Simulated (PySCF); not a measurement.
**How methods differ on the excitation energy of Se**

Se [Ar] 3d10 4s2 4p4 (3P) → Se [Ar] 3d10 4s1 4p5 (3P), as a difference of total energies. Computed with PySCF 2.14 in def2-QZVPPD, with no relativity, point nucleus. Correlated levels: valence: [Ar] 3d10 frozen; valence and next inner shell: [Ne] frozen. The calculations carry no spin-orbit coupling.

| method | excitation energy (eV) |
| --- | --- |
| UHF | 11.178 |
| LDA | 10.176 |
| PBE | 10.122 |
| PBE0 | 10.420 |
| r2SCAN | 10.239 |
| M06-L | 10.265 |
| CAM-B3LYP | 10.621 |
| HSE06 | 10.448 |
| BLYP | 10.160 |
| MP2 (valence) | 10.309 |
| SCS-MP2 (valence) | 10.205 |
| MP2 (valence and next inner shell) | 10.388 |
| SCS-MP2 (valence and next inner shell) | 10.261 |

**Question.** How much does correlation contribute at MP2 (valence and next inner shell)?

**Answer.** 10.388 − (11.178) = -0.790 eV, measured against UHF.

A first-order spin-orbit estimate (lowest level to lowest level, LS coupling) adds -0.011 eV.

The upper state lies above the first ionisation limit, where it may autoionise and the basis confines it.
